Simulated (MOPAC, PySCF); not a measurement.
Constitutional and geometric isomers with formula CH6OSi2. Isolated molecules, 0 K electronic values unless said otherwise. One relaxed conformer stands for each flexible species; it need not be the lowest. Strings in code marks are SMILES.

Quantity: vertical ionisation energy (energy after one electron is removed minus that of the parent at the parent's geometry), in eV.

Level 1: B3LYP/6-31G* // B3LYP-D3(BJ)/def2-TZVP (PySCF)
Level 2: PBE/6-31G* // B3LYP-D3(BJ)/def2-TZVP (PySCF)
Level 3: minus the HOMO energy of AM1 // B3LYP-D3(BJ)/def2-TZVP (MOPAC)
Level 4: minus the HOMO energy of PM7 // B3LYP-D3(BJ)/def2-TZVP (MOPAC)

```csv
species,level 1,level 2,level 3,level 4
`O=C([SiH3])[SiH3]`,8.46,8.28,9.42,9.06
`O/[SiH]=C/[SiH3]` (H–O–Si–C torsion 180°),?,8.14,8.56,9.38
`C=[SiH]O[SiH3]` (C–Si–O–Si torsion 1°),8.13,?,?,9.22
```

**Question.** Fill in the missing entries.

**Answer.** 
- `O/[SiH]=C/[SiH3]` (H–O–Si–C torsion 180°), level 1: 8.20
- `C=[SiH]O[SiH3]` (C–Si–O–Si torsion 1°), level 2: 8.14
- `C=[SiH]O[SiH3]` (C–Si–O–Si torsion 1°), level 3: 8.46
